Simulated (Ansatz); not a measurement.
In2PF3. Total charge 0; triplet. Geometry r2SCAN-D4/def2-SVP, that of the neutral singlet; atoms count from 1.

```xyz
6

In    0.405   -1.495   -0.254
In   -0.704    1.240    0.656
P    -1.140   -0.969    1.522
F     0.662    0.559   -0.873
F    -0.759    3.163    0.417
F     1.537   -2.499   -1.467
```

In the def2 sets In takes a core potential; there is no spin–orbit coupling. At PBE0-D4/def2-TZVP a singlet of charge 0 lies 2.28 eV below the triplet at the same geometry. The structure comes from a short search, and lower isomers may exist.

Question: Estimate the Mulliken populations from the PBE0/def2-TZVP orbitals of Ansatz.

Answer: 
| atom | charge (e) | spin (α − β) |
| --- | --- | --- |
| In1 | 0.75 | 0.36 |
| In2 | 0.75 | 0.36 |
| P3 | -0.12 | 1.17 |
| F4 | -0.48 | 0.00 |
| F5 | -0.45 | 0.05 |
| F6 | -0.45 | 0.05 |
Mulliken values depend strongly on the basis.

Question: Where does the spin sit?

Answer: Summed by element: In 0.73, P 1.17, F 0.10, of 2 unpaired in all. Largest on single atoms: P3 1.17, In2 0.36, In1 0.36.

Question: And the Mayer bond orders between heavy atoms (over 0.3)?

Answer: In1–P3 0.92 (2.41 Å); In1–F4 0.39 (2.16 Å); In1–F6 0.85 (1.94 Å); In2–P3 0.92 (2.41 Å); In2–F4 0.39 (2.16 Å); In2–F5 0.85 (1.94 Å).
